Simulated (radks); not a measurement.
Task: Radial electron density D(r) = 4 pi r^2 rho(r) of an atom or ion with 3 electrons. Method: Dirac Kohn-Sham, BLYP, spin-unpolarised, spherical densities, finite nucleus; Fermi nuclear charge, rms radius of each element as measured or else 0.836 A^(1/3) + 0.57 fm; computed with a radial shooting solver on a logarithmic mesh with Libxc functionals.

r (bohr)  D(r) (e/bohr)
0.001499          5.434
0.001816          7.402
0.002183          9.880
0.002645          13.23
0.003205          17.51
0.003852          22.60
0.004668          29.01
0.005656          36.48
0.006798          44.38
0.008237          52.88
0.009901          60.43
0.012             66.51
0.01454           69.38
0.01747           67.96
0.02117           61.58
0.02565           50.82
0.03083           38.29
0.03736           25.84
0.04527           16.83
0.05441           12.61
0.06593           11.79
0.07989           11.98
0.09603           10.90
0.1164            7.921
0.141             4.349
0.1695            1.796
0.2053           0.4880
0.2488          0.08395
0.2991         0.009424

What is the nuclear charge?

Result: Z = 59. The innermost maximum, from 1s, lies near gamma/Z bohr with gamma = sqrt(1 - (Z/c)^2) = 0.903, here 0.0153 bohr (found: 0.0150), and its height grows with Z. The density is that of the praseodymium ion Pr56+ in [He] 2s1; the configuration itself is not fixed sharply by these data, and Z only to a few units. D(r) has 2 maxima, at r = 0.0150, 0.0774 bohr, and minima at 0.0639 bohr, inside which lie 2.15 electrons.
